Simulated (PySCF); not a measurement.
C4H12O3Sn, charge -1, doublet, at the geometry of the source list (a state made from the parent by changing its charge; the spin is typed, not shown lowest) (all electrons, no relativity) (in this run its highest filled SCF level lies above zero, so its values depend strongly on the basis, on diffuse functions most of all); HF/STO-3G (PySCF).

PySCF was given this input:
```python
from pyscf import gto, scf

mol = gto.M(
    atom='''
C    -3.317500   -0.053900    0.267700
C    -2.086300   -0.645600   -0.406200
C    -0.806300    0.046200    0.066500
C     0.399800   -0.567300   -0.608800
Sn    2.261200    0.338600    0.063000
O     2.260100    2.249700   -0.329200
O     2.477400    0.201800    2.006000
O     4.052700   -0.249200   -0.570800
H    -4.216600   -0.570200   -0.061400
H    -3.416600    1.000900    0.022400
H    -3.242200   -0.148400    1.348700
H    -2.025500   -1.713000   -0.180000
H    -2.177300   -0.539900   -1.490000
H    -0.862400    1.110200   -0.164600
H    -0.721200   -0.055200    1.149000
H     0.481300   -1.630900   -0.382600
H     0.361800   -0.432500   -1.689400
H     3.109100    2.676200   -0.208000
H     3.374100    0.014600    2.286500
H     4.094400   -1.031900   -1.118900
''',
    basis='sto-3g',
    charge=-1,
    spin=1,
    verbose=4,
)

mf = scf.UHF(mol)
mf.kernel()
```

Problem. Write the output that PySCF gives for this input, abridged.

Solution. 
```
PySCF version 2.14.0

[INPUT] verbose = 4
[INPUT] num. atoms = 20
[INPUT] num. electrons = 111
[INPUT] charge = -1
[INPUT] spin (= nelec alpha-beta = 2S) = 1
[INPUT] symmetry False subgroup None
[INPUT] Mole.unit = angstrom
[INPUT] Symbol           X                Y                Z      unit          X                Y                Z       unit  Magmom
[INPUT]  1 C     -3.317500000000  -0.053900000000   0.267700000000 AA   -6.269166418245  -0.101856238114   0.505879683546 Bohr   0.0
[INPUT]  2 C     -2.086300000000  -0.645600000000  -0.406200000000 AA   -3.942535613680  -1.220007186019  -0.767606751798 Bohr   0.0
[INPUT]  3 C     -0.806300000000   0.046200000000   0.066500000000 AA   -1.523686174237   0.087305346955   0.125666787284 Bohr   0.0
[INPUT]  4 C      0.399800000000  -0.567300000000  -0.608800000000 AA    0.755512504601  -1.072041630466  -1.150465264635 Bohr   0.0
[INPUT]  5 Sn     2.261200000000   0.338600000000   0.063000000000 AA    4.273048712867   0.639861265778   0.119052745848 Bohr   0.0
[INPUT]  6 O      2.260100000000   2.249700000000  -0.329200000000 AA    4.270970014129   4.251316862434  -0.622097840207 Bohr   0.0
[INPUT]  7 O      2.477400000000   0.201800000000   2.006000000000 AA    4.681607500997   0.381346731937   3.790790605878 Bohr   0.0
[INPUT]  8 O      4.052700000000  -0.249200000000  -0.570800000000 AA    7.658493065025  -0.470919750242  -1.078655671902 Bohr   0.0
[INPUT]  9 H     -4.216600000000  -0.570200000000  -0.061400000000 AA   -7.968219176841  -1.077521836227  -0.116029184048 Bohr   0.0
[INPUT] 10 H     -3.416600000000   1.000900000000   0.022400000000 AA   -6.456438277189   1.891426878077   0.042329865190 Bohr   0.0
[INPUT] 11 H     -3.242200000000  -0.148400000000   1.348700000000 AA   -6.126870041065  -0.280435356885   2.548673624201 Bohr   0.0
[INPUT] 12 H     -2.025500000000  -1.713000000000  -0.180000000000 AA   -3.827640265307  -3.237100851380  -0.340150702422 Bohr   0.0
[INPUT] 13 H     -2.177300000000  -0.539900000000  -1.490000000000 AA   -4.114500691016  -1.020263134653  -2.815691925602 Bohr   0.0
[INPUT] 14 H     -0.862400000000   1.110200000000  -0.164600000000 AA   -1.629699809825   2.097973943492  -0.311048920103 Bohr   0.0
[INPUT] 15 H     -0.721200000000  -0.055200000000   1.149000000000 AA   -1.362870481036  -0.104312882076   2.171295317125 Bohr   0.0
[INPUT] 16 H      0.481300000000  -1.630900000000  -0.382600000000 AA    0.909525183753  -3.081954336553  -0.723009215259 Bohr   0.0
[INPUT] 17 H      0.361800000000  -0.432500000000  -1.689400000000 AA    0.683702911868  -0.817306548874  -3.192503314840 Bohr   0.0
[INPUT] 18 H      3.109100000000   2.676200000000  -0.208000000000 AA    5.875347493885   5.057285054561  -0.393063033910 Bohr   0.0
[INPUT] 19 H      3.374100000000   0.014600000000   2.286500000000 AA    6.376124916895   0.027590001419   4.320858783818 Bohr   0.0
[INPUT] 20 H      4.094400000000  -1.031900000000  -1.118900000000 AA    7.737294644419  -1.950008387939  -2.114414560776 Bohr   0.0

nuclear repulsion = 879.731818140386
number of shells = 44
number of NR pGTOs = 222
number of NR cGTOs = 74
basis = sto-3g
ecp = {}

******** <class 'pyscf.scf.uhf.UHF'> ********
method = UHF
initial guess = minao
damping factor = 0
level_shift factor = 0
DIIS = <class 'pyscf.scf.diis.CDIIS'>
diis_start_cycle = 1
diis_space = 8
diis_damp = 0
SCF conv_tol = 1e-09
SCF conv_tol_grad = None
SCF max_cycles = 50
direct_scf = True
direct_scf_tol = 1e-13
number electrons alpha = 56  beta = 55
Set gradient conv threshold to 3.16228e-05
init E= -6325.25568079425

cycle= 1 E= -6340.79287638749  delta_E= -15.5  |g|= 0.639  |ddm|= 3.94
cycle= 2 E= -6341.15635259458  delta_E= -0.363  |g|= 0.145  |ddm|=  1.4
cycle= 3 E= -6341.17698723114  delta_E= -0.0206  |g|= 0.0425  |ddm|= 0.302
cycle= 4 E= -6341.1810900339  delta_E= -0.0041  |g|= 0.0222  |ddm|= 0.229
cycle= 5 E= -6341.18272765284  delta_E= -0.00164  |g|= 0.0125  |ddm|= 0.164
cycle= 6 E= -6341.18359976322  delta_E= -0.000872  |g|= 0.00676  |ddm|= 0.156
cycle= 7 E= -6341.18391477169  delta_E= -0.000315  |g|= 0.00366  |ddm|= 0.11
cycle= 8 E= -6341.18400192368  delta_E= -8.72e-05  |g|= 0.00177  |ddm|= 0.0588
cycle= 9 E= -6341.18402253035  delta_E= -2.06e-05  |g|= 0.000974  |ddm|= 0.0278
cycle= 10 E= -6341.18402873228  delta_E= -6.2e-06  |g|= 0.000491  |ddm|= 0.0161
cycle= 11 E= -6341.18403029993  delta_E= -1.57e-06  |g|= 0.000218  |ddm|= 0.00818
cycle= 12 E= -6341.18403062649  delta_E= -3.27e-07  |g|= 8.07e-05  |ddm|= 0.00451
cycle= 13 E= -6341.1840306582  delta_E= -3.17e-08  |g|= 3.4e-05  |ddm|= 0.00119
cycle= 14 E= -6341.18403066299  delta_E= -4.79e-09  |g|= 1.31e-05  |ddm|= 0.000493
cycle= 15 E= -6341.18403066354  delta_E= -5.53e-10  |g|= 5.55e-06  |ddm|= 0.000112
Extra cycle  E= -6341.18403066357  delta_E= -2.64e-11  |g|= 3.67e-06  |ddm|= 2.02e-05
converged SCF energy = -6341.18403066357  <S^2> = 0.7807877  2S+1 = 2.0305543
```
